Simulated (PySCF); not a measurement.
# Simulated absorption spectrum

Compound: C6H8F4.
SMILES: `CC(C)(F)CC(F)=C(F)F`

Level of theory: TDDFT B3LYP/def2-SVPD, vertical, gas phase, core orbitals frozen in the response in PySCF 2.14.0, density-fitted response routines. The structure is a single PBE0-D3(BJ)/def2-SVP conformer in the gas phase; no vibrational or solvent corrections. Torsions of this conformer, `[CH3:1][C:2]([CH3:3])([F:4])[CH2:5][C:6]([F:7])=[C:8]([F:9])[F:10]`: C1–C2–C5–C6 58°, C2–C5–C6–F7 -81°.

Each state is given a Gaussian of 0.4 eV full width at half maximum, with ε(max) = 2.175×10⁸ f / Δν̃ (Δν̃ the width in cm⁻¹). The cross-section is σ = 3.8235×10⁻²¹ ε cm², given in Mb (10⁻¹⁸ cm²). The width is an assumption, not a result. The curve ends short of the highest state used, and states not computed would add to its high-energy end.

```json
{"λ (nm)": "156.7", "σ (Mb)": "9.35"}
{"λ (nm)": "159.5", "σ (Mb)": "26.91"}
{"λ (nm)": "162.2", "σ (Mb)": "54.55"}
{"λ (nm)": "165.0", "σ (Mb)": "81.86"}
{"λ (nm)": "167.8", "σ (Mb)": "83.14"}
{"λ (nm)": "170.5", "σ (Mb)": "55.99"}
{"λ (nm)": "173.3", "σ (Mb)": "24.92"}
{"λ (nm)": "176.0", "σ (Mb)": "9.85"}
{"λ (nm)": "178.8", "σ (Mb)": "7.46"}
{"λ (nm)": "181.6", "σ (Mb)": "10.01"}
{"λ (nm)": "184.3", "σ (Mb)": "11.15"}
{"λ (nm)": "187.1", "σ (Mb)": "9.10"}
{"λ (nm)": "189.9", "σ (Mb)": "5.78"}
{"λ (nm)": "192.6", "σ (Mb)": "3.68"}
{"λ (nm)": "195.4", "σ (Mb)": "3.08"}
{"λ (nm)": "198.1", "σ (Mb)": "3.10"}
{"λ (nm)": "200.9", "σ (Mb)": "2.81"}
{"λ (nm)": "203.7", "σ (Mb)": "2.07"}
{"λ (nm)": "206.4", "σ (Mb)": "1.25"}
{"λ (nm)": "209.2", "σ (Mb)": "0.60"}
{"λ (nm)": "212.0", "σ (Mb)": "0.24"}
{"λ (nm)": "214.7", "σ (Mb)": "0.08"}
{"λ (nm)": "217.5", "σ (Mb)": "0.02"}
{"λ (nm)": "220.2", "σ (Mb)": "0.01"}
```

(1) Where are the band maxima, and which computed states make them?

(2) Coming from long wavelengths, where does ε first pass 100 L mol⁻¹ cm⁻¹?

(3) On this curve, what absorbance would a 10⁻³ mol/L sample give at 193 nm over a 1 cm path?

Results:

(1) 198 nm (6.27 eV), ε about 810, made up of S1 (92%) (hardly more than a shoulder); 184 nm (6.74 eV), ε about 2900, made up of S2 (99%); 167 nm (7.45 eV), ε about 23000, made up of S4 (87%) and S6 (12%) (ε in L mol⁻¹ cm⁻¹; maxima over ε = 5, shares over 10%). The states used: S1 6.23 eV (f 0.011); S2 6.74 eV (f 0.043); S3 7.12 eV (f 0.0027); S4 7.42 eV (f 0.297); S5 7.52 eV (f 0.0055); S6 7.66 eV (f 0.086); S7 7.98 eV (f 0.0025); S8 8.34 eV (f 0.021); S9 8.42 eV (f 0.012); S10 8.51 eV (f 0.0014).

(2) At about 211 nm (5.89 eV), 0.34 eV below S1.

(3) 193 nm is 6.424 eV, where ε is about 920 L mol⁻¹ cm⁻¹, so A = ε c l ≈ 0.92 (Beer–Lambert, with the gas-phase spectrum and the assumed width).

The vertical ionisation energy (ΔSCF) is 9.43 eV, 0.92 eV above S10.

On one thread of an Arm Neoverse V1, no GPU (shared host), this took 2.5 min of wall time and 1.1 GiB of memory at its peak.
